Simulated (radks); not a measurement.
Spherical quantum dot in the effective-mass picture: electrons in a well V = -V0 / (1 + exp((r - R)/a)) with V0 = 49.3, R = 1.49, a = 0.16, with a point charge +2 (a donor) at the centre, all in effective atomic units (hartree* = m*/eps^2 hartree, bohr* = eps/m* bohr), one dielectric constant everywhere. Method: non-relativistic Kohn-Sham, exchange-only LDA, spin-polarised, spherical densities; computed with a radial shooting solver with Libxc functionals. Levels are named by radial order and angular momentum (1s, 1p, 1d, 2s, ...), and open shells are averaged over m.

N = 32, configuration 1s2 1p6 1d10 2s2 1f(up 7, down 5). This is the lowest configuration that the search found. Occupied and some empty levels:

| level | occupation | eigenvalue (hartree*) | <r> (bohr*) |
|---|---|---|---|
| 1s up | 1 | -18.267 | 0.7364 |
| 1s down | 1 | -18.227 | 0.7338 |
| 1p up | 3 | -15.918 | 0.9145 |
| 1p down | 3 | -15.863 | 0.9136 |
| 1d up | 5 | -13.188 | 1.000 |
| 1d down | 5 | -13.127 | 1.000 |
| 2s up | 1 | -12.592 | 0.7362 |
| 2s down | 1 | -12.558 | 0.7378 |
| 1f up | 7 | -9.9093 | 1.065 |
| 1f down | 5 | -9.8464 | 1.065 |
| 2p up | 0 | -7.5422 | 0.8645 |
| 2p down | 0 | -7.5060 | 0.8646 |
| 1g up | 0 | -6.1350 | 1.120 |
| 1g down | 0 | -6.0718 | 1.120 |
| 2d up | 0 | -3.0485 | 0.9721 |
| 2d down | 0 | -3.0075 | 0.9720 |

Energy (hartree*): total -868.105, kinetic 211.04, external -1517.4, Hartree 472.29, exchange-correlation -34.020.
